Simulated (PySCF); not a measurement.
Isomers of C3H10OSSi.

All values: PBE0/pcSseg-1 (PySCF) at GFN2-xTB geometries, gas phase, one conformer each.

**Question.** Rank by the lowest Hirshfeld charge on any atom, highest value first.
A. `[CH3:1][CH2:2][O:3][SiH2:4][S:5][CH3:6]` with C1–C2–O3–Si4 59°, C2–O3–Si4–S5 176°, O3–Si4–S5–C6 -48°
B. `[CH3:1][CH2:2][Si@@H:3]([OH:4])[S:5][CH3:6]` with C1–C2–Si3–O4 60°, C2–Si3–O4–H 56°, C2–Si3–S5–C6 -177°
C. `[CH3:1][O:2][CH2:3][SiH2:4][S:5][CH3:6]` with C1–O2–C3–Si4 -75°, O2–C3–Si4–S5 -173°, C3–Si4–S5–C6 179°

**Answer.** C (-0.147 e), A (-0.217 e), B (-0.301 e).

**Question.** Rank by the highest Hirshfeld charge on any atom, highest value first.
A. `[CH3:1][O:2][CH2:3][SiH2:4][S:5][CH3:6]` with C1–O2–C3–Si4 -75°, O2–C3–Si4–S5 -173°, C3–Si4–S5–C6 179°
B. `[CH3:1][CH2:2][O:3][SiH2:4][S:5][CH3:6]` with C1–C2–O3–Si4 59°, C2–O3–Si4–S5 176°, O3–Si4–S5–C6 -48°
C. `[CH3:1][CH2:2][Si@@H:3]([OH:4])[S:5][CH3:6]` with C1–C2–Si3–O4 60°, C2–Si3–O4–H 56°, C2–Si3–S5–C6 -177°
D. `[CH3:1][CH2:2][Si@@:3]([CH3:4])([OH:5])[SH:6]` with C1–C2–Si3–C4 -60°, C2–Si3–O5–H 61°, C2–Si3–S6–H 180°

**Answer.** D (+0.424 e), C (+0.386 e), B (+0.357 e), A (+0.302 e).

All values together:

```tsv
SMILES	μ (D)	HOMO (eV)	LUMO (eV)	lowest IAO charge (e)	highest IAO charge (e)	lowest Hirshfeld charge (e)	highest Hirshfeld charge (e)
CC[Si@@](C)(O)S	1.36	-7.18	0.80	-0.788 (O)	+1.189 (Si)	-0.308 (O)	+0.424 (Si)
CC[Si@@H](O)SC	1.31	-6.75	0.72	-0.789 (O)	+1.052 (Si)	-0.301 (O)	+0.386 (Si)
COC[SiH2]SC	1.78	-6.82	0.20	-0.497 (C)	+0.668 (Si)	-0.147 (O)	+0.302 (Si)
CCO[SiH2]SC	2.85	-6.71	0.46	-0.648 (O)	+0.920 (Si)	-0.217 (O)	+0.357 (Si)
```

Conformers: `[CH3:1][CH2:2][Si@@:3]([CH3:4])([OH:5])[SH:6]` with C1–C2–Si3–C4 -60°, C2–Si3–O5–H 61°, C2–Si3–S6–H 180°; `[CH3:1][CH2:2][Si@@H:3]([OH:4])[S:5][CH3:6]` with C1–C2–Si3–O4 60°, C2–Si3–O4–H 56°, C2–Si3–S5–C6 -177°; `[CH3:1][O:2][CH2:3][SiH2:4][S:5][CH3:6]` with C1–O2–C3–Si4 -75°, O2–C3–Si4–S5 -173°, C3–Si4–S5–C6 179°; `[CH3:1][CH2:2][O:3][SiH2:4][S:5][CH3:6]` with C1–C2–O3–Si4 59°, C2–O3–Si4–S5 176°, O3–Si4–S5–C6 -48°.
